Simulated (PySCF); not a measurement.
Working out the ionisation energy of In

In [Kr] 4d10 5s2 5p1 (2P) → In⁺ [Kr] 4d10 5s2 (1S). All numbers are calculated (PySCF 2.14, a scalar-relativistic core potential, in def2-QZVPPD with the def2 core potential (28 electrons)). Frozen: nothing. Energies in hartree (1 hartree = 27.21139 eV):

```
            part   In (lower)  In⁺ (upper)
             UHF  -189.210661  -189.018876
CCSD correlation    -0.560390    -0.548857
             (T)    -0.015430    -0.014451
```

Task: What does Hartree-Fock give?

Result: (-189.018876) − (-189.210661) = 0.191785 hartree = 5.219 eV.

Task: What do CCSD and CCSD(T) give?

Result: The CCSD correlation energies differ by 0.011533 hartree = 0.314 eV and the triples by 0.000979 hartree = 0.027 eV, so CCSD gives 5.533 eV and CCSD(T) 5.560 eV.

Measured between the centres of the two terms (NIST): 5.603 eV, so CCSD(T) (valence and next inner shell) is off by -0.043 eV.

What remains against the reference includes basis incompleteness and higher excitations.
